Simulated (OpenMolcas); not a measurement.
Ionisation energies of terbium

```json
{
  "Program": "OpenMolcas 26.06",
  "Basis": "ANO-RCC-VQZP [9s8p6d4f3g2h]",
  "Scalar Hamiltonian": "DKH2, point nucleus",
  "Spin-orbit coupling": "state interaction with AMFI integrals over the reference wave functions, term energies averaged over their components"
}
```

Active shells in each charge state: the valence f shell, with orbitals averaged over the low states. Where CASPT2's correlated closed shells are named, they are those of the first ion.

A. CASSCF
B. SS-CASPT2, IPEA 0.25 Eh, imaginary shift 0.1 Eh (closed shells correlated: 5s 5p)
C. SS-CASPT2, IPEA 0.25 Eh, imaginary shift 0.1 Eh (closed shells correlated: 4d 5s 5p)
D. SS-CASPT2, IPEA 0 Eh, imaginary shift 0.1 Eh (closed shells correlated: 5s 5p)

Energies in eV between the lowest computed levels, named as in B; reference values from the NIST Atomic Spectra Database with their kind.

| From | To | A | B | C | D | Spin-orbit share in B | Reference |
| --- | --- | --- | --- | --- | --- | --- | --- |
| Tb2+ 4f⁹ ⁶H°_15/2 | Tb3+ 4f⁸ ⁷F₆ | 17.824 | 22.327 | 22.607 | 22.530 | +0.180 | 21.820 (semi-empirical) |
| Tb3+ 4f⁸ ⁷F₆ | Tb4+ 4f⁷ ⁸S°_7/2 | 35.621 | 39.069 | 39.252 | 39.117 | +0.333 | 39.330 (semi-empirical) |

The lowest level within the active space need not be the ion's true ground level.

° marks odd parity.
